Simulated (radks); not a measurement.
Values are calculated unless marked as measured or tabulated.
Trend from Mg to Ar: ionisation energy by Delta-SCF between NIST ground configurations, and size. Level of theory: scalar-relativistic Kohn-Sham, r2SCAN, spin-polarised, spherical densities, finite nucleus; open shells are filled with parallel spins first; meta-GGA in the generalised Kohn-Sham scheme; Fermi nuclear charge, rms radius of each element as measured or else 0.836 A^(1/3) + 0.57 fm (a radial shooting solver on a logarithmic mesh with Libxc functionals).

Mg: configuration [Ne] 3s2; IE (eV) 7.380; NIST (eV) 7.646; kind exp.; outermost 3s; <r> outermost (bohr) 3.18; r at 0.001 e/bohr^3 (bohr) 4.55
Al: configuration [Ne] 3s2 3p1; IE (eV) 5.898; NIST (eV) 5.986; kind exp.; outermost 3p; <r> outermost (bohr) 3.37; r at 0.001 e/bohr^3 (bohr) 4.56
Si: configuration [Ne] 3s2 3p2; IE (eV) 8.413; NIST (eV) 8.152; kind exp.; outermost 3p; <r> outermost (bohr) 2.73; r at 0.001 e/bohr^3 (bohr) 4.42
P: configuration [Ne] 3s2 3p3; IE (eV) 10.903; NIST (eV) 10.487; kind exp.; outermost 3p; <r> outermost (bohr) 2.31; r at 0.001 e/bohr^3 (bohr) 4.21
S: configuration [Ne] 3s2 3p4; IE (eV) 9.938; NIST (eV) 10.360; kind exp.; outermost 3p; <r> outermost (bohr) 2.12; r at 0.001 e/bohr^3 (bohr) 4.05
Cl: configuration [Ne] 3s2 3p5; IE (eV) 13.101; NIST (eV) 12.968; kind exp.; outermost 3p; <r> outermost (bohr) 1.86; r at 0.001 e/bohr^3 (bohr) 3.88
Ar: configuration [Ar]; IE (eV) 16.156; NIST (eV) 15.760; kind exp.; outermost 3p; <r> outermost (bohr) 1.66; r at 0.001 e/bohr^3 (bohr) 3.72

Reference values: NIST Atomic Spectra Database (exp. = measured, semi-emp. = semi-empirical, theory = theoretical value adopted there). Open shells are spherical and high-spin; term and fine-structure splittings are not resolved.
